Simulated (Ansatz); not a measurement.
Species: tetrasiletane, Si₄H₈, charge 0, multiplicity 1. SMILES: [SiH2]1[SiH2][SiH2][SiH2]1
Structure (B3LYP-D3(BJ)/def2-TZVP (Ansatz, a first-principles code) minimum search):
```
Si
H 1 1.4831
H 1 1.4856 2 109.10
Si 1 2.3619 2 119.55 3 127.51
H 4 1.4831 1 119.55 2 -89.92
H 4 1.4856 5 109.10 1 -127.51
Si 1 2.3619 2 119.55 3 -127.51
H 7 1.4831 1 119.55 2 89.92
H 7 1.4856 8 109.10 1 127.51
Si 7 2.3619 8 119.55 9 127.51
H 10 1.4831 7 119.55 8 -89.92
H 10 1.4856 11 109.10 7 -127.51
```

Atomisation energy built up term by term with Ansatz (kcal/mol; UHF references for open shells; valence terms freeze the core; atomic spin-orbit terms are left out). Basis-set limits of correlation are two-point, X^-3; Hartree-Fock from the larger set.

```csv
term,basis,kcal/mol
Hartree-Fock,aug-cc-pV(Q+d)Z,[?]
CCSD correlation,"CBS(aug-cc-pV(T+d)Z,aug-cc-pV(Q+d)Z)",193.66
(T),"CBS(aug-cc-pV(T+d)Z,aug-cc-pV(Q+d)Z)",[?]
core correlation,cc-pwCVTZ,-0.36
scalar relativity (X2C),cc-pVTZ-DK against cc-pVTZ,-2.49
sum: De,,[?]
```

### Question
Fill in the missing entries.

### Answer

- Hartree-Fock, kcal/mol: 633.00
- (T), kcal/mol: 10.13
- sum: De, kcal/mol: 834.0
